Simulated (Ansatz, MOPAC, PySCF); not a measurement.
Gas-phase reaction in SMILES: C#CO → C([O])#C + H atom (the H-O bond breaks)

Property: bond dissociation energy (enthalpy at 298 K), in kcal/mol. Set-up: non-relativistic; six Cartesian d functions in 6-31G* and its kin unless marked 5d; no spin-orbit coupling; frozen cores in correlated levels; 6-311+G** with 5d; LANL2DZ all-electron up to Ne; UHF or UKS for open shells; PM7 with its own dispersion and hydrogen-bond terms; no dispersion term unless named. First-principles rows: single points at B3LYP-D3(BJ) geometries (Ansatz, a first-principles code), with unscaled harmonic terms from B3LYP/6-31G* (Ansatz) at its own minima. Semi-empirical rows: MOPAC heats of formation at their own minima for 298 K.

Measured values: Active Thermochemical Tables 1.112 (ions: stationary electron), as tabulated in the package chemicals; they hold spin-orbit and core effects, anharmonicity. 

Value to compare with, the measured value: 72.5 kcal/mol.

```
level                            program  bond dissociation energy (enthalpy at 298 K) (kcal/mol)  error
------------------------  --------------  -------------------------------------------------------  -----
PM6                                MOPAC                                                     60.9  -11.6
PM7                                MOPAC                                                     61.3  -11.2
PBE/3-21G                         Ansatz                                                     63.1   -9.4
PBE/LANL2DZ                       Ansatz                                                     66.3   -6.2
BP86/def2-SVP                      PySCF                                                     63.9   -8.6
B3LYP/6-31G*                      Ansatz                                                     60.9  -11.6
M06-2X/6-311+G**                   PySCF                                                     72.5    0.0
M06-2X/def2-TZVPD                  PySCF                                                     72.7    0.2
B2PLYP-D3(BJ)/def2-TZVPD  Ansatz + dftd3                                                     67.2   -5.3
```

0 of the 7 habitual levels lie above the measured value; their mean absolute error is 8.4 kcal/mol, the median 9.4.

The levels are drawn from those run, B3LYP/6-31G* more often than the rest, none by its result; left out are runs that failed, that the program found above a lower state of the same kind, or whose <S^2> lies over 0.5 above the pure value.
